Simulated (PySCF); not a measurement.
**Spinor energies of Os³⁺ (osmium, charge +3)**

Start: [Xe] 4f14 5d5; 5d5/2 filled at m_j = -3/2, -1/2, +1/2, +3/2, +5/2. Calculated with PySCF 2.14 in x2c-TZVPall-2c with one added diffuse shell each of s, p, d type (12s12p11d2f, 117 functions): generalised Hartree-Fock with the X2C-1e Hamiltonian and a Gaussian nucleus; spin-orbit coupling (SO) screened by Boettger's factors. This is a chosen level, not necessarily the ground level.

```json
{"spinor shell": "1s1/2", "electrons": "2", "ε, screened SO (eV)": "-74285.3", "weight of nominal j (screened SO)": "1.000", "rms radius, screened SO (bohr)": "0.0201"}
{"spinor shell": "2s1/2", "electrons": "2", "ε, screened SO (eV)": "-13105.5", "weight of nominal j (screened SO)": "1.000", "rms radius, screened SO (bohr)": "0.0809"}
{"spinor shell": "2p1/2", "electrons": "2", "ε, screened SO (eV)": "-12526.5", "weight of nominal j (screened SO)": "1.000", "rms radius, screened SO (bohr)": "0.0687"}
{"spinor shell": "2p3/2", "electrons": "4", "ε, screened SO (eV)": "-10989.5", "weight of nominal j (screened SO)": "1.000", "rms radius, screened SO (bohr)": "0.0764"}
{"spinor shell": "3s1/2", "electrons": "2", "ε, screened SO (eV)": "-3137.4", "weight of nominal j (screened SO)": "1.000", "rms radius, screened SO (bohr)": "0.207"}
{"spinor shell": "3p1/2", "electrons": "2", "ε, screened SO (eV)": "-2879.1", "weight of nominal j (screened SO)": "1.000", "rms radius, screened SO (bohr)": "0.198"}
{"spinor shell": "3p3/2", "electrons": "4", "ε, screened SO (eV)": "-2538.5", "weight of nominal j (screened SO)": "1.000", "rms radius, screened SO (bohr)": "0.214"}
{"spinor shell": "3d3/2", "electrons": "4", "ε, screened SO (eV)": "-2110.8", "weight of nominal j (screened SO)": "1.000", "rms radius, screened SO (bohr)": "0.188"}
{"spinor shell": "3d5/2", "electrons": "6", "ε, screened SO (eV)": "-2037.5", "weight of nominal j (screened SO)": "1.000", "rms radius, screened SO (bohr)": "0.193"}
{"spinor shell": "4s1/2", "electrons": "2", "ε, screened SO (eV)": "-720.15", "weight of nominal j (screened SO)": "1.000", "rms radius, screened SO (bohr)": "0.459"}
{"spinor shell": "4p1/2", "electrons": "2", "ε, screened SO (eV)": "-610.59", "weight of nominal j (screened SO)": "1.000", "rms radius, screened SO (bohr)": "0.466"}
{"spinor shell": "4p3/2", "electrons": "4", "ε, screened SO (eV)": "-529.57", "weight of nominal j (screened SO)": "1.000", "rms radius, screened SO (bohr)": "0.499"}
{"spinor shell": "4d3/2", "electrons": "4", "ε, screened SO (eV)": "-349.43", "weight of nominal j (screened SO)": "0.999", "rms radius, screened SO (bohr)": "0.519"}
{"spinor shell": "4d5/2", "electrons": "6", "ε, screened SO (eV)": "-333.79", "weight of nominal j (screened SO)": "0.999", "rms radius, screened SO (bohr)": "0.531"}
{"spinor shell": "5s1/2", "electrons": "2", "ε, screened SO (eV)": "-138.12", "weight of nominal j (screened SO)": "1.000", "rms radius, screened SO (bohr)": "1.08"}
{"spinor shell": "5p1/2", "electrons": "2", "ε, screened SO (eV)": "-103.32", "weight of nominal j (screened SO)": "0.920", "rms radius, screened SO (bohr)": "1.19"}
{"spinor shell": "4f5/2", "electrons": "6", "ε, screened SO (eV)": "-103.19", "weight of nominal j (screened SO)": "0.979", "rms radius, screened SO (bohr)": "0.609"}
{"spinor shell": "4f7/2", "electrons": "8", "ε, screened SO (eV)": "-100.22", "weight of nominal j (screened SO)": "0.984", "rms radius, screened SO (bohr)": "0.609"}
{"spinor shell": "5p3/2", "electrons": "4", "ε, screened SO (eV)": "-87.521", "weight of nominal j (screened SO)": "0.960", "rms radius, screened SO (bohr)": "1.26"}
{"spinor shell": "5d5/2", "electrons": "5", "ε, screened SO (eV)": "-42.868", "weight of nominal j (screened SO)": "0.501", "rms radius, screened SO (bohr)": "1.70"}
```

```json
{"quantity": "E (hartree)", "screened SO": "-17261.98569"}
{"quantity": "M_J", "screened SO": "5/2"}
{"quantity": "⟨J²⟩", "screened SO": "8.755"}
{"quantity": "⟨L²⟩", "screened SO": "0.301"}
{"quantity": "⟨S²⟩", "screened SO": "8.518"}
```

Each row is a mean over spinors that exchange with the open shell spreads, by up to 9.565 eV (5p3/2).

Rows whose weight is well below 1 are mixtures of j = l ± 1/2: exchange outweighs spin-orbit coupling there, and the label is only the starting occupation.

Breit and QED terms are absent; they matter most for the inner s and p1/2 levels.

Densities and radii are taken from the X2C orbitals without a picture-change correction, which distorts them close to the nucleus.
